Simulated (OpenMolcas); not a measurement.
# Ru5+ in a point-charge field

Ru5+ among 6 point charges of -1.7 e arranged as an octahedron (Oh), 2.02 Å from the ion.

| Item | Value |
| --- | --- |
| Program | OpenMolcas |
| Method | CASSCF |
| Basis | ANO-RCC-VDZP [6s5p3d1f] |
| Scalar Hamiltonian | DKH2, point nucleus |
| Active space | 3 electrons in 5 orbitals (4d) |
| State averaging | 2S+1 = 4 even, 10 roots; 2S+1 = 2 even, 40 roots |
| Spin-orbit coupling | state interaction with AMFI integrals over the reference wave functions |

The lowest spin-free states (labels of O, the rotations of Oh), above the lowest:

| State | Degeneracy | E (cm-1) | Free-ion L (%) |
| --- | --- | --- | --- |
| 4A2 | 1 | 0.0 | F (100) |
| 4T2 | 3 | 5176 | F (100) |
| 4T1 | 3 | 8990 | F (97) |
| 2E | 2 | 18285 | G (76) |
| 2T1 | 3 | 19014 | G (67) |
| 2A1 | 1 | 21318 | G (100) |
| 4T1 | 3 | 21563 | P (97) |
| 2T2 | 3 | 22424 | G (83) |
| 2T2 | 3 | 24967 | H (75) |
| 2T1 | 3 | 25265 | H (52) |
| 2E | 2 | 27252 | H (55) |
| 2T1 | 3 | 28903 | P (52) |
| 2T1 | 3 | 30376 | H (82) |
| 2T2 | 3 | 31636 | D (68) |
| 2E | 2 | 34913 | D (47) |
| 2A2 | 1 | 41238 | F (100) |
| 2T2 | 3 | 41814 | F (97) |
| 2T1 | 3 | 43637 | F (96) |
| 2E | 2 | 63306 | D (99) |
| 2T2 | 3 | 64775 | D (97) |

The lowest levels with spin-orbit coupling:

```json
{"E (cm-1)": "0.0", "Degeneracy": "4", "Label": "Γ8", "2S+1": "4", "g": ""}
{"E (cm-1)": "4990", "Degeneracy": "4", "Label": "Γ8", "2S+1": "4", "g": ""}
{"E (cm-1)": "5152", "Degeneracy": "2", "Label": "Γ7", "2S+1": "4", "g": "1.75 1.75 1.75"}
{"E (cm-1)": "5918", "Degeneracy": "4", "Label": "Γ8", "2S+1": "4", "g": ""}
{"E (cm-1)": "6180", "Degeneracy": "2", "Label": "Γ6", "2S+1": "4", "g": "2.81 2.81 2.81"}
{"E (cm-1)": "8830", "Degeneracy": "2", "Label": "Γ7", "2S+1": "4", "g": "0.21 0.21 0.21"}
{"E (cm-1)": "9563", "Degeneracy": "4", "Label": "Γ8", "2S+1": "4", "g": ""}
{"E (cm-1)": "10652", "Degeneracy": "4", "Label": "Γ8", "2S+1": "4", "g": ""}
{"E (cm-1)": "11308", "Degeneracy": "2", "Label": "Γ6", "2S+1": "4", "g": "4.70 4.70 4.70"}
{"E (cm-1)": "18521", "Degeneracy": "4", "Label": "Γ8", "2S+1": "2", "g": ""}
{"E (cm-1)": "19312", "Degeneracy": "4", "Label": "Γ8", "2S+1": "2 (80 %)", "g": ""}
{"E (cm-1)": "19342", "Degeneracy": "2", "Label": "Γ6", "2S+1": "2 (88 %)", "g": "0.57 0.57 0.57"}
{"E (cm-1)": "21065", "Degeneracy": "2", "Label": "Γ6", "2S+1": "4 (79 %)", "g": "1.82 1.82 1.82"}
{"E (cm-1)": "21252", "Degeneracy": "4", "Label": "Γ8", "2S+1": "4 (66 %)", "g": ""}
{"E (cm-1)": "22560", "Degeneracy": "2", "Label": "Γ7", "2S+1": "2 (86 %)", "g": "1.49 1.49 1.49"}
{"E (cm-1)": "22901", "Degeneracy": "4", "Label": "Γ8", "2S+1": "4", "g": ""}
{"E (cm-1)": "23013", "Degeneracy": "2", "Label": "Γ7", "2S+1": "4 (84 %)", "g": "1.85 1.85 1.85"}
{"E (cm-1)": "23081", "Degeneracy": "2", "Label": "Γ6", "2S+1": "2", "g": "3.67 3.67 3.67"}
{"E (cm-1)": "23240", "Degeneracy": "4", "Label": "Γ8", "2S+1": "2", "g": ""}
{"E (cm-1)": "25262", "Degeneracy": "2", "Label": "Γ6", "2S+1": "2", "g": "1.37 1.37 1.37"}
```

Powder χT (cm3 K/mol): 0.73 at 2 K, 0.732 at 10 K, 0.746 at 50 K, 0.763 at 100 K, 0.796 at 200 K, 0.83 at 300 K. The effective moment at 300 K is 2.828 √(χT) = 2.58 μB.

The lowest level has 2S+1 = 4, for which the spin-only value is χT = S(S+1) / 2 = 1.875 cm3 K/mol (g = 2). The computed 0.830 at 300 K differs by -1.045, through orbital momentum, spin-orbit coupling and any other state in reach.

A least-squares ligand-field fit to the states below 45000 cm-1, each weighted by its degeneracy and with a free common offset, gives 10Dq = 5334 cm-1, B = 994 cm-1 and C = 4087 cm-1 (C/B = 4.11), with an rms deviation of 63 cm-1.

Without dynamic correlation the repulsion within the d shell is too large (B by tens of per cent), so at a given field states of lower spin stand too high. This field is weak: 10Dq is about 5334 cm-1, while octahedral complexes of 4d ions of charge 3 and more, computed by the same method with explicit ligands, had a median near 25000 cm-1. Ground spin and moment need not be those of a real site. This is an electrostatic model: the charges have no orbitals. No measured value stands beside these numbers.
